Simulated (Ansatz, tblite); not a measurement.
(MgSe)n: gap (eV) at several levels, gas phase, relaxed structures; Ansatz, xTB through tblite. Clusters are the lowest isomers that short searches found in that spin, judged at the geometry's level. The structures are stationary points that may keep the symmetry of their start.

| species | state | geometry | GFN1-xTB | GFN2-xTB | PBE-D4/def2-TZVP | PBE0-D4/def2-SVP | PBE0-D4/def2-TZVP |
| --- | --- | --- | --- | --- | --- | --- | --- |
| (MgSe)2 ring (Mg2Se2) | singlet | PBE0-D4/def2-SVP | 2.00 | 1.90 | 1.65 | 3.14 | 3.24 |
| (MgSe)5 ring (Mg5Se5) | singlet | PBE-D4/def2-SVP | 2.49 | 1.68 | 2.40 | 3.97 | 3.95 |
| Mg9Se9 | singlet | PBE-D4/def2-SVP | 1.70 | 1.64 | 1.97 | 3.50 | 3.54 |

Problem. Estimate the column for PBE-D4/def2-SVP.

Solution. (MgSe)2 ring (Mg2Se2) 1.53; (MgSe)5 ring (Mg5Se5) 2.43; Mg9Se9 1.93.

Over the 3 species that have every level, the mean is 2.06 at GFN1-xTB, 1.74 at GFN2-xTB, 1.96 at PBE-D4/def2-SVP, 2.01 at PBE-D4/def2-TZVP, 3.54 at PBE0-D4/def2-SVP, 3.58 at PBE0-D4/def2-TZVP. Orbital gaps grow with the share of exact exchange and aren't one observable across functionals.
